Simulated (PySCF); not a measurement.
# Ga: electron affinity

Ga⁻ [Ar] 3d10 4s2 4p2 (3P) → Ga [Ar] 3d10 4s2 4p1 (2P), as a difference of total energies. Computed with PySCF 2.14 in x2c-TZVPPall with one added diffuse shell each of s, p, d type (7s6p5d1f, 57 functions), with scalar relativity by spin-free X2C-1e. Correlated levels: valence and next inner shell: [Ne] frozen. The calculations carry no spin-orbit coupling.

```json
{"method": "UHF", "electron affinity (eV)": "-0.061"}
{"method": "MP2 (valence and next inner shell)", "electron affinity (eV)": "0.251"}
{"method": "SCS-MP2 (valence and next inner shell)", "electron affinity (eV)": "0.144"}
{"method": "CCSD (valence and next inner shell)", "electron affinity (eV)": "0.257"}
{"method": "CCSD(T) (valence and next inner shell)", "electron affinity (eV)": "0.293"}
```

A first-order spin-orbit estimate (lowest level to lowest level, LS coupling) adds -0.024 eV.

Errors of the correlated levels include the incompleteness of this basis and the frozen core.

A negative affinity means that the anion lies above the atom at that level of theory.

For comparison: 0.301 eV (measured; photodetachment measurements, as compiled on the Wikipedia data page of electron affinities).
